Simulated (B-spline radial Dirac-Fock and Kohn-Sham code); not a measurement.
Two-hole binding energies of Mo⁴⁺

System: Mo⁴⁺, [Kr] 4d2, inside a Watson sphere of charge -4 and radius 2.4 Å (a model of the Madelung potential; inside it an electron's potential energy is raised by 24.0 eV).

Level of theory: ΔSCF Dirac-Fock with Breit, self-energy and vacuum polarisation, finite nucleus, configuration average; a B-spline atomic structure program. U is the two-hole binding energy less the two single-hole energies, the effective repulsion of the holes after relaxation. Each two-hole energy is an average over J within one jj subconfiguration.

```csv
holes,E(a) (eV),E(b) (eV),E(ab) (eV),U (eV)
1s⁻¹ 2p1/2⁻¹,20037.0,2664.6,22882.9,181.3
1s⁻¹ 2p3/2⁻¹,20037.0,2559.7,22767.8,171.1
1s⁻¹ 3d3/2⁻¹,20037.0,267.5,20353.2,48.8
2s⁻²,2910.4,2910.4,5929.2,108.3
2s⁻¹ 2p1/2⁻¹,2910.4,2664.6,5675.6,100.6
2s⁻¹ 2p3/2⁻¹,2910.4,2559.7,5568.9,98.8
2s⁻¹ 3p3/2⁻¹,2910.4,433.4,3391.5,47.6
2s⁻¹ 3d5/2⁻¹,2910.4,264.3,3224.2,49.4
2p1/2⁻¹ 3p3/2⁻¹,2664.6,433.4,3147.1,49.1
2p1/2⁻¹ 3d3/2⁻¹,2664.6,267.5,?,?
2p1/2⁻¹ 3d5/2⁻¹,2664.6,264.3,2979.2,50.3
2p3/2⁻¹ 3d5/2⁻¹,2559.7,264.3,2872.9,48.9
3d3/2⁻²,267.5,267.5,575.7,40.7
3d5/2⁻²,264.3,264.3,569.3,40.7
```

Q: Give the missing two-hole energy and U.

A: E(ab) = 2980.6 eV and U = 48.5 eV.

Values without a named source are computed, but for edge energies of neutral atoms, which are taken from tables.
